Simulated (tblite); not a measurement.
C₈H₁₆SSi.
Geometry (GFN2-xTB, Å), atoms numbered from 1 in this order:
```xyz
26
C8H16SSi angstrom
Si     3.473   -0.176    0.166
S      1.850    0.464   -1.063
C      0.323    0.022   -0.121
C      0.267   -1.471    0.203
C     -1.212   -1.825    0.067
C     -1.633   -1.034   -1.170
C     -0.909    0.307   -1.023
C     -1.718    1.387   -0.292
C     -0.692    2.093    0.588
C      0.160    0.936    1.097
H      3.378   -1.612    0.404
H      4.625    0.180   -0.640
H      3.452    0.539    1.438
H      0.674   -1.690    1.191
H      0.839   -2.030   -0.540
H     -1.374   -2.896   -0.042
H     -1.764   -1.480    0.943
H     -1.285   -1.549   -2.066
H     -2.713   -0.910   -1.244
H     -0.584    0.686   -1.993
H     -2.481    0.922    0.335
H     -2.211    2.066   -0.986
H     -0.078    2.761   -0.018
H     -1.146    2.667    1.394
H     -0.377    0.399    1.882
H      1.115    1.265    1.502
```

Calculated harmonic vibrations of the isolated species, GFN2-xTB (tblite), most abundant isotopes, no scaling. The method is semi-empirical: single wavenumbers can be off by several per cent or more. Modes of hydrogen on silicon can be 10 to 20 % off. One conformer, not necessarily the lowest.

Harmonic wavenumbers (cm⁻¹): 31.0, 79.0, 112.6, 128.5, 173.1, 208.1, 221.4, 308.6, 353.6, 398.9, 443.9, 527.9, 540.1, 541.8, 561.2, 576.8, 597.4, 726.6, 755.0, 778.6, 795.4, 831.9, 852.4, 862.8, 889.7, 920.5, 966.7, 983.1, 989.2, 1016.5, 1032.9, 1077.0, 1082.5, 1096.6, 1107.9, 1148.3, 1157.1, 1176.2, 1179.3, 1202.7, 1226.3, 1232.5, 1258.4, 1285.7, 1300.3, 1308.2, 1315.5, 1318.8, 1322.7, 1330.8, 1474.4, 1482.8, 1483.1, 1485.4, 1495.8, 1502.8, 2280.0, 2305.2, 2375.9, 2961.6, 2971.1, 2973.2, 2978.6, 2982.7, 2988.9, 2993.4, 2997.5, 3004.2, 3006.5, 3011.0, 3012.5, 3013.5.

A = 1575, B = 747.9, C = 632.7 MHz; mass 172.074 u (most abundant isotopes); point group C1, symmetry number 1.

Q: Zero-point energy?

A: Half the sum of the wavenumbers: 48056 cm⁻¹ = 137.40 kcal/mol.

Q: What is S at 273.15 K and 1 bar for an ideal gas of classical rigid rotors and harmonic oscillators?

A: Translation 40.93, rotation 30.18, vibration 29.70: S = 100.8 cal/(mol K).

Q: And Cp and H(273.15 K) − H(0)?

A: Cp = 42.02 cal/(mol K), of which vibrations give 34.07 (their classical limit is 72 R = 143.1); H(273.15 K) − H(0) = 6.53 kcal/mol without the zero-point energy, 4.36 from vibrations.

Q: What must be added to the electronic energy to get the Gibbs energy at 273.15 K and 1 bar?

A: ZPE + [H(273.15 K) − H(0)] − T·S = 137.40 + 6.53 − 27.54 = 116.39 kcal/mol.

Q: How do the functions run with temperature in this model?

A: 
| T (K) | S (cal/(mol K)) | Cp (cal/(mol K)) | H − H(0) (kcal/mol) | G − H(0) (kcal/mol) | ln q(vib) |
| --- | --- | --- | --- | --- | --- |
| 50 | 61.4 | 13.4 | 0.51 | -2.55 | 0.71 |
| 100 | 72.5 | 19.3 | 1.34 | -5.92 | 2.01 |
| 298.15 | 104.7 | 45.8 | 7.63 | -23.58 | 7.66 |
| 373.15 | 116.2 | 57.1 | 11.49 | -31.86 | 9.93 |
| 500 | 135.3 | 73.8 | 19.84 | -47.81 | 13.92 |
| 750 | 170.0 | 97.1 | 41.43 | -86.07 | 21.93 |
| 1000 | 200.1 | 112.0 | 67.70 | -132.43 | 29.67 |

q(vib) and H(0) count from the zero-point level.

Q: Which modes carry the vibrational entropy at 273.15 K?

A: 31.0 cm⁻¹: 5.59; 79.0 cm⁻¹: 3.74; 112.6 cm⁻¹: 3.05; 128.5 cm⁻¹: 2.80; 173.1 cm⁻¹: 2.24; 208.1 cm⁻¹: 1.90 cal/(mol K); the other 66 give 10.37 together.

Q: Blend soft modes into free rotors: weight 1/[1 + (100 cm⁻¹/ν̃)⁴] for the oscillator and the rest for a rotor with moment μB/(μ + B), μ = h/(8π²ν), B = 10⁻⁴⁴ kg m². What vibrational entropy results?

A: 27.32 cal/(mol K) in place of 29.70, which changes −T·S at 273.15 K by +0.65 kcal/mol.

Hindered rotation and anharmonicity are outside this model. Other conformers, if any are populated, would add a mixing term that is left out. The structure is chiral; the term R ln 2 for an equal mix with its mirror image is left out.

Time: 6.0 s. Hardware: AMD EPYC, one thread (shared host). The figure is for the frequency step alone.
